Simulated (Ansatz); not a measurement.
Harmonic frequencies (cm⁻¹) at PBE0-D4/def2-TZVP from Ansatz: 37, 46, 148, 150, 237, 275, 322, 433, 437, 537, 788, 882, 915, 934, 1070, 1154, 1180, 1272, 1360, 1370, 1385, 1397, 1470, 1474, 1482, 1496, 2958, 3036, 3040, 3110, 3118, 3123, 3126.

Each molecule was computed in one conformer, which needn't be the lowest.

Problem. Which molecule is it?
A. `CC(C)[O][Mg][F]`
B. `C[N](C)[Mg][NH2]`
C. `[SiH3][O][Mg][O][SiH3]`
D. `C[CH](C)[Mg][F]`

Solution. A.
